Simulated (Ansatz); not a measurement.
`BB[SiH2]F` + H₂Se → `F[SiH2][SeH]` + `BB` at 298.15 K and 1 bar (cleavage of the Si–B bond).

Computed with Ansatz on PBE0-D4/def2-TZVP structures; ΔE is electronic, products minus reactants. CBS: MP2 limit from def2 TZ/QZ plus the TZ coupled-cluster correction, frozen cores. For Se outer-core shells are correlated without core-valence functions, which leaves a few kJ/mol of doubt a bond. Scalar relativity is left out up to krypton. One conformer a species, not always the lowest.

```json
{"species": "`BB[SiH2]F`", "CCSD(T)/CBS energy (Eh)": "-441.46272", "H − E (kJ/mol)": "153.9", "S (J/(mol·K))": "327.9"}
{"species": "H₂Se", "CCSD(T)/CBS energy (Eh)": "-2401.89790", "H − E (kJ/mol)": "45.8", "S (J/(mol·K))": "219.1"}
{"species": "`F[SiH2][SeH]`", "CCSD(T)/CBS energy (Eh)": "-2791.46485", "H − E (kJ/mol)": "89.7", "S (J/(mol·K))": "305.5"}
{"species": "`BB`", "CCSD(T)/CBS energy (Eh)": "-51.92346", "H − E (kJ/mol)": "113.4", "S (J/(mol·K))": "231.9"}
```

H − E and S are ideal-gas, rigid-rotor, harmonic terms from PBE0-D4/def2-TZVP, for one conformer and one mirror image of each species. 1 Eh = 2625.50 kJ/mol, R = 8.31446 J/(mol·K).

Problem. By hand: ΔE, ΔH, ΔS and ΔG.

Solution. ΔE = (-2791.46485) + (-51.92346) − (-441.46272) − (-2401.89790) = -0.02769 Eh = -72.7 kJ/mol. Δ(H − E) = 89.7 + 113.4 − 153.9 − 45.8 = 3.4, so ΔH = -69.3 kJ/mol. ΔS = 305.5 + 231.9 − 327.9 − 219.1 = -9.6 J/(mol·K). ΔG = -69.3 − 298.15 × (-9.6)/1000 = -66.4 kJ/mol.

Problem. By hand: the equilibrium constant, and the temperature at which ΔG would vanish if ΔH and ΔS stayed fixed.

Solution. log₁₀ K = −ΔG/(RT ln 10) = 11.6. ΔG = 0 at ΔH/ΔS = 7219 K, far beyond where these terms or the molecules hold.

The number of gas molecules stays the same, so ΔS is small and ΔH decides. A doubt of 5 kJ/mol in ΔE shifts log₁₀ K by 0.9 here. Other conformers and mirror images would add mixing entropy, several J/(mol·K) or more a flexible species. These are equilibria of isolated gas molecules and say nothing of rates. Largest T1 diagnostic: 0.014 (customary marks: 0.02 for closed shells, 0.045 for open ones).
